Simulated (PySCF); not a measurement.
Structure revision by computed shifts

A compound C5H10OSi gives the data below (simulated from a calculation) and was assigned the structure `C=C(C)[C@H]1OC[SiH2]1`.

¹³C{¹H} NMR (computed): δ 164.5 (CH), 145.8 (CH), 76.2 (CH), 47.8 (CH), 26.6 (CH3).

¹H NMR (400 MHz, computed): δ 7.20 (m, 1H), 6.36 (m, 1H), 4.99 (m, 1H), 4.89 (m, 1H), 3.91 (m, 1H), 2.31 (m, 1H), 1.30 (d, 3H), 0.46 (br s, 1H).

PySCF calculation with PBE0/pcSseg-1 with gauge-including orbitals and geometry: GFN2-xTB; no relativistic terms, one computed conformer, no solvent model, equivalent nuclei averaged.

Shifts are taken against calculated references (same method and geometry level): ¹H (σ = 31.72 ppm) and ¹³C (σ = 186.93 ppm) vs TMS.

Question: Compare with the shifts computed for the proposed structure, pairing carbons in order of shift.

Answer: Mapped SMILES: `[CH2:1]=[C:2]([CH3:3])[C@H:4]1[O:5][CH2:6][SiH2:7]1`; H(Xn) means a hydrogen on atom n.

```csv
atom,computed for proposal,given list,difference
C2,159.0,164.5,-5.5
C1,108.1,145.8,-37.7
C4,85.1,76.2,+8.9
C6,62.8,47.8,+15.0
C3,20.9,26.6,-5.7
```

The rms difference is 18.9 ppm and the largest -37.7 ppm at C1 (terminal =CH2 carbon). The carbon types in order of shift don't match either: C, CH2, CH, CH2, CH3 for the proposal against CH, CH, CH, CH, CH3 in the data. The proposal doesn't fit.

Question: Which isomer fits?

Answer: `C[C@@H](O)[C@H]1C=C[SiH2]1`.

1. Carbon types of the structure: 4 × CH, 1 × CH3, leaving 3 H on heteroatoms.
2. δC 164.5, 145.8: alkene CH; an sp2 carbon of a C=C bond.
3. δC 76.2: sp3 CH bonded to O; deshielded by the electronegative neighbour.
4. δH 3.91: hydrogen on an sp3 CH bonded to O; its carbon carries O, hence the downfield position.
5. δH 2.31: hydrogen on an allylic sp3 CH bonded to Si; allylic position.

The shifts were computed for this structure.

Exchangeable OH/NH protons stand at their gas-phase positions; hydrogen bonding in a real sample shifts them, mostly to higher δ. Shifts are as computed. Against solution values, carbons near 30 ppm lie about +3 ppm off and those near 130 ppm about +5 ppm. Of 1309 compounds with measured shifts, 239 miss one by over three times the rms of a fit or turn the order of signals round; such compounds aren't used in these exercises. No couplings were computed; multiplicities are counted from neighbouring protons, with m where these are inequivalent, close in shift, in a saturated or five-membered ring or joined by F or P, and br s for small geminal =CH2 splittings.
